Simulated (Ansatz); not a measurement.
Start from `[CH3][AlH][CH2]F` and change one atom or group to get `C[S][AlH][CH2]F`.

Ansatz, PBE0-D4/def2-TZVP geometries, multiplicity 1. Each molecule was computed in one conformer, which needn't be the lowest.

```
                                      property  `[CH3][AlH][CH2]F`
             HOMO energy (PBE/def2-TZVPP) / eV               -6.15
           HOMO–LUMO gap (PBE/def2-TZVPP) / eV                4.26
size of the dipole moment (PBE/def2-TZVPP) / D                2.19
             LUMO energy (PBE/def2-TZVPP) / eV               -1.89
          HOMO–LUMO gap (PBE0/def2-TZVPP) / eV                6.46
         HOMO–LUMO gap (B3LYP/def2-TZVPP) / eV                6.01
```

Question: Give the same properties after the change, and the shifts. (An estimate is asked.)

Answer: Computed: 
```json
{"property": "HOMO energy (PBE/def2-TZVPP) / eV", "`C[S][AlH][CH2]F`": "-6.07", "shift": "0.08"}
{"property": "HOMO–LUMO gap (PBE/def2-TZVPP) / eV", "`C[S][AlH][CH2]F`": "4.30", "shift": "0.04"}
{"property": "size of the dipole moment (PBE/def2-TZVPP) / D", "`C[S][AlH][CH2]F`": "0.94", "shift": "-1.25"}
{"property": "LUMO energy (PBE/def2-TZVPP) / eV", "`C[S][AlH][CH2]F`": "-1.78", "shift": "0.11"}
{"property": "HOMO–LUMO gap (PBE0/def2-TZVPP) / eV", "`C[S][AlH][CH2]F`": "6.18", "shift": "-0.28"}
{"property": "HOMO–LUMO gap (B3LYP/def2-TZVPP) / eV", "`C[S][AlH][CH2]F`": "5.75", "shift": "-0.26"}
```

With PBE0 the HOMO rises by 0.36 eV and the LUMO rises by 0.08 eV, so the gap narrows by about 0.28 eV. PBE moves the HOMO by 0.08 eV and ωB97M-V by 0.47 eV. Dipoles are sizes alone; their direction can turn.

B3LYP here is the variant with VWN-RPA as its local correlation; programs differ in this.
